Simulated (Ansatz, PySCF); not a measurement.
Process, species as SMILES: N#N [molecular nitrogen] -> N#N as triplet, charge 0
Structures are relaxed separately at B3LYP-D3(BJ)/def2-TZVP in Ansatz (a quantum-chemistry and plane-wave program). Markedly spin-contaminated UHF reference, which strains HF, MP2 and, less, CCSD(T): N#N as triplet, charge 0. High T1 diagnostic, so coupled cluster is less sure: N#N as triplet, charge 0. A spin state is the lowest found, not a proven ground state.

Quantity: adiabatic triplet-singlet gap (0 K, with B3LYP-D3(BJ) harmonic zero-point energies from PySCF), in eV. Correlated levels leave the core frozen unless marked. UHF or UKS for open shells. Spin-orbit coupling is left out. No relativistic terms. Basis-set limits of correlation are two-point, X^-3; Hartree-Fock from the larger set (for Q and 5 zeta extrapolated as (X+1)exp(-9√X)).

CCSD(T)/CBS(cc-pVQZ,cc-pV5Z) (Ansatz) gives 6.61 eV.

Another calculation gave 6.47 eV. Which level was it?
A) CAM-B3LYP/def2-TZVPD (Ansatz)
B) wB97M-V/def2-TZVPD (Ansatz)
C) HSE06/def2-TZVPD (Ansatz)
D) r2SCAN/def2-TZVPD (Ansatz)

A, CAM-B3LYP/def2-TZVPD (Ansatz). The others give 6.35 (HSE06), 6.73 (wB97M-V), 6.24 (r2SCAN) eV.
